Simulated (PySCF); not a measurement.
Excitations are Tamm–Dancoff values on a coarser integration grid. The basis has no diffuse functions, so Rydberg states are missing or too high.

## H₂F₂Sn, SMILES `[F][SnH2][F]` (charge 0, multiplicity 1)

These are PBE-D3(BJ)/def2-TZVP // PBE0-D3(BJ)/def2-TZVP (PySCF) values and carry that method's errors.

- HOMO = -8.30 eV
- dipole moment = 3.21 D
- HOMO–LUMO gap = 6.35 eV
- LUMO = -1.95 eV
- S1 excitation (TDA) = 6.83 eV
- S1 oscillator strength = 0.050
- brightest of the four lowest singlets (TDA) = 6.83 eV
- T1 excitation (TDA) = 5.83 eV
- S1–T1 gap (TDA) = 1.00 eV
- total energy = -415.1341 Ha
- cost = about 40 core-seconds (a rough figure)

Bond lengths (Å): F1–Sn2 1.909, Sn2–F3 1.909, Sn2–H4 1.692, Sn2–H5 1.692. Angles (°): F1–Sn2–F3 103.4, F1–Sn2–H4 107.1, F1–Sn2–H5 107.1, F3–Sn2–H4 107.1, F3–Sn2–H5 107.1, H4–Sn2–H5 123.4.
Charge 0, spin multiplicity 1.
